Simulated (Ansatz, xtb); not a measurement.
# Two isomers of C4H7F3Si

We compare I, `FC(F)(F)[C@@H]1C[C@H]1[SiH3]`, a singlet, with II, `FC(F)(F)C1([SiH3])CC1`, a singlet. Both are isolated molecules in the gas phase, relaxed with B3LYP-D3(BJ)/def2-SVP.

Question: Estimate E(II) − E(I) at the level CCSD(T)/def2-SVP + ΔMP2/def2-TZVPP.

Answer: CCSD(T)/def2-SVP + ΔMP2/def2-TZVPP gives E(II) − E(I) = +0.08 kcal/mol, slightly favouring structure I, which is too small a margin to settle the true order.

The same difference at several levels:

```json
{"level": "GFN2-xTB", "geometry": "GFN2-xTB", "E(II) − E(I) (kcal/mol)": "−3.48", "departure from the last row (kcal/mol)": "−3.56", "job, with rough time for the two": "optimisation, 0.19 s"}
{"level": "HF/STO-3G", "geometry": "GFN2-xTB", "E(II) − E(I) (kcal/mol)": "+1.27", "departure from the last row (kcal/mol)": "+1.19", "job, with rough time for the two": "single point, 0.91 s"}
{"level": "r2SCAN-D4/def2-SVP", "geometry": "GFN2-xTB", "E(II) − E(I) (kcal/mol)": "+0.10", "departure from the last row (kcal/mol)": "+0.02", "job, with rough time for the two": "single point, 5.4 s"}
{"level": "B3LYP-D3(BJ)/def2-SVP", "geometry": "B3LYP-D3(BJ)/def2-SVP", "E(II) − E(I) (kcal/mol)": "+0.15", "departure from the last row (kcal/mol)": "+0.06", "job, with rough time for the two": "optimisation, 57 s"}
{"level": "HF/def2-SVP", "geometry": "B3LYP-D3(BJ)/def2-SVP", "E(II) − E(I) (kcal/mol)": "+1.40", "departure from the last row (kcal/mol)": "+1.31", "job, with rough time for the two": "part of the CCSD(T) run"}
{"level": "MP2/def2-SVP", "geometry": "B3LYP-D3(BJ)/def2-SVP", "E(II) − E(I) (kcal/mol)": "−0.30", "departure from the last row (kcal/mol)": "−0.38", "job, with rough time for the two": "part of the CCSD(T) run"}
{"level": "CCSD(T)/def2-SVP", "geometry": "B3LYP-D3(BJ)/def2-SVP", "E(II) − E(I) (kcal/mol)": "−0.21", "departure from the last row (kcal/mol)": "−0.30", "job, with rough time for the two": "single point"}
{"level": "CCSD(T)/def2-SVP + ΔMP2/def2-TZVPP", "geometry": "B3LYP-D3(BJ)/def2-SVP", "E(II) − E(I) (kcal/mol)": "+0.08", "departure from the last row (kcal/mol)": "", "job, with rough time for the two": "single point, 2.6 min"}
```

As drawn, both hold the same kinds of bond in the same numbers.

The largest departure from CCSD(T)/def2-SVP + ΔMP2/def2-TZVPP is that of GFN2-xTB, 3.56 kcal/mol. The last row adds to CCSD(T) the change of the MP2 difference between the two basis sets, here +0.30 kcal/mol.

With thermal terms from frequencies at re-optimised GFN2-xTB minima (ideal gas, soft modes damped towards free rotors, one conformer each, 298.15 K, 1 atm): on the last row, ΔE + ΔZPE = +0.21, ΔH = +0.20, ΔG = +0.58 kcal/mol.

The correlated steps freeze 12 core orbitals. Mirror images aren't counted in ΔG. Programs: Ansatz 0.2.0, xtb 6.7.1; the last row on 2 threads of Intel(R) Xeon(R) Platinum 8488C (Sapphire Rapids) on a shared host.
